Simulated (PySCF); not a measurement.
Compound: CH₁₀BNOSi.
InChI=1S/CH10BNOSi/c2-3-1-4-5/h1,3H2,2,5H3

Level: PBE0/def2-SVPD in PySCF, non-relativistic, on one gas-phase PBE0-D3(BJ)/def2-SVP geometry that isn't relaxed in the solvent. The solvent is an IEF-PCM continuum (cavity from Bondi-type radii × 1.2), and excitations are vertical TDDFT with non-equilibrium linear response and a frozen core. Specific hydrogen bonds and non-electrostatic terms are outside this model.

Gas-phase singlets (H = HOMO, L = LUMO):

| state | E (eV) | λ (nm) | f | leading configuration |
| --- | --- | --- | --- | --- |
| S1 | 6.554 | 189 | 0.005 | H→L 87% |
| S2 | 6.642 | 187 | 0.002 | H-1→L 84% |
| S3 | 6.969 | 178 | 0.011 | H→L+1 70% |
| S4 | 7.028 | 176 | 0.023 | H-1→L+1 68% |
| S5 | 7.164 | 173 | 0.000 | H-2→L 87% |

Question: What are the lowest 5 singlets in acetone (ε = 20.49)?

Answer: 
```csv
state,E (eV),λ (nm),f,leading configuration,change by rank (eV)
S1,7.073,175,0.000,H-2→L 58%,+0.519
S2,7.526,165,0.036,H→L 36%,+0.884
S3,7.573,164,0.018,H-1→L 69%,+0.604
S4,7.811,159,0.010,H→L+1 52%,+0.783
S5,7.865,158,0.077,H-1→L+1 57%,+0.701
```

Question: The ground-state energy changes by -0.450 eV from gas to acetone. By how much does the total energy of gas-phase S4 change?

Answer: E(S4) = E(S0) + excitation energy, so it changes by -0.450 + 0.545 = +0.095 eV: it isn't lowered at all, while the ground state is. This is the vertical state, with the slow part of the continuum still set for S0.

Question: How do the frontier levels move from gas to acetone?

Answer: 
```json
{"orbital": "LUMO+2", "gas (eV)": "0.51", "solvent (eV)": "0.97", "change (eV)": "+0.46"}
{"orbital": "LUMO+1", "gas (eV)": "0.24", "solvent (eV)": "0.66", "change (eV)": "+0.42"}
{"orbital": "LUMO", "gas (eV)": "-0.39", "solvent (eV)": "0.13", "change (eV)": "+0.52"}
{"orbital": "HOMO", "gas (eV)": "-7.78", "solvent (eV)": "-8.17", "change (eV)": "-0.39"}
{"orbital": "HOMO-1", "gas (eV)": "-7.82", "solvent (eV)": "-8.27", "change (eV)": "-0.45"}
{"orbital": "HOMO-2", "gas (eV)": "-9.01", "solvent (eV)": "-8.55", "change (eV)": "+0.46"}
{"orbital": "HOMO-3", "gas (eV)": "-9.73", "solvent (eV)": "-9.36", "change (eV)": "+0.37"}
```

The HOMO–LUMO gap goes from 7.38 to 8.30 eV. Rows go by rank; for HOMO-3 the atom shares or the degeneracy differ between the runs, so the row needn't follow one orbital.

Conformer computed: `[BH3-:1][NH2+:2][CH2:3][O:4][SiH3:5]`: B1–N2–C3–O4 -179°, N2–C3–O4–Si5 179°.
